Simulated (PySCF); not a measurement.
C2H3ClN2Si, SMILES Cl[SiH]1N=CC=N1. The structure is a stationary point at PBE-D3(BJ)/def2-SVP. This is a generated structure with no PubChem entry under its InChIKey; it may be hypothetical.

Method: PySCF 2.14.0 with PBE-D3(BJ)/def2-SVP.

Harmonic wavenumbers (cm⁻¹): 113, 176, 357, 460, 500, 586, 630, 704, 710, 766, 840, 866, 883, 979, 1262, 1282, 1569, 1636, 2221, 2995, 3008. Rotational constants (GHz): 5.296, 1.744, 1.511; symmetry number 1.

Problem. Work out the zero-point energy and the ideal-gas rigid-rotor harmonic-oscillator thermochemistry at 298.15 K and 1 atm.

Solution. ZPE = ½ Σ hcν = ½ × 22544 cm⁻¹ = 32.23 kcal/mol. H − E(el) = 36.49 kcal/mol. Entropy in cal/(mol K): translation 40.23, rotation 27.53, vibration 10.52, total 78.28. G − E(el) = 13.16 kcal/mol. Cp = 22.77 cal/(mol K). Modes under 150 cm⁻¹ make the vibrational entropy uncertain.
